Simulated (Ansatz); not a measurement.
Relaxation of CH9BN2Si (14 atoms, charge 0, multiplicity 1), to a largest force component of 0.015 eV/Å in at most 40 steps.

Computed with RKS PBE-D4/def2-SVP in Ansatz 0.2.0.

```xyz
14
Properties=species:S:1:pos:R:3
B -0.097 1.282 2.098
C 0.194 0.838 0.610
N 0.116 -0.619 0.532
Si 0.495 -1.157 -1.151
N -1.043 -0.875 -2.147
H 0.538 1.014 2.990
H -1.052 2.027 2.284
H -0.519 1.304 -0.079
H 1.214 1.232 0.382
H 0.953 -0.998 1.126
H 1.555 -0.451 -1.710
H 0.728 -2.601 -1.128
H -1.460 -1.816 -2.457
H -0.727 -0.455 -3.073
```

Question: Where does it end, and by what steps?

Answer: It converged. After 23 steps the energy has fallen by 1.163 eV; H13 moved furthest, 0.75 Å.

| step | energy less start (eV) | largest force component (eV/Å) | accepted |
| --- | --- | --- | --- |
| 0 | 0.0000 | 4.136 | yes |
| 1 | -0.5927 | 1.761 | yes |
| 2 | -0.7330 | 0.991 | yes |
| 3 | -0.9294 | 1.065 | yes |
| 4 | -1.0172 | 0.687 | yes |
| 5 | -1.0448 | 1.318 | yes |
| 6 | -1.0747 | 0.833 | yes |
| 7 | -1.0638 | 0.614 | no |
| 8 | -1.1034 | 0.234 | yes |
| 9 | -1.1061 | 0.160 | yes |
| 10 | -1.1091 | 0.514 | yes |
| 11 | -1.1254 | 0.312 | yes |
| 12 | -1.1467 | 0.297 | yes |
| 13 | -1.1393 | 0.886 | no |
| 14 | -1.1567 | 0.078 | yes |
| 15 | -1.1544 | 0.174 | no |
| 16 | -1.1605 | 0.056 | yes |
| 17 | -1.1614 | 0.069 | yes |
| 18 | -1.1621 | 0.030 | yes |
| 19 | -1.1624 | 0.023 | yes |
| 20 | -1.1626 | 0.041 | yes |
| 21 | -1.1625 | 0.079 | no |
| 22 | -1.1626 | 0.037 | yes |
| 23 | -1.1627 | 0.007 | yes |

```xyz
14
Properties=species:S:1:pos:R:3
B -0.121 1.309 2.037
C -0.140 0.639 0.680
N 0.386 -0.615 0.349
Si 0.634 -1.230 -1.279
N -0.785 -0.859 -2.205
H 0.534 0.815 2.940
H -0.702 2.369 2.169
H -0.723 1.083 -0.150
H 0.740 1.539 0.866
H 0.730 -1.159 1.145
H 1.751 -0.577 -2.056
H 0.983 -2.677 -1.039
H -1.692 -1.275 -1.985
H -0.702 -0.636 -3.198
```

The run took 64 s on 2 threads of Arm Neoverse V1 (shared host), peak memory 0.16 GiB.
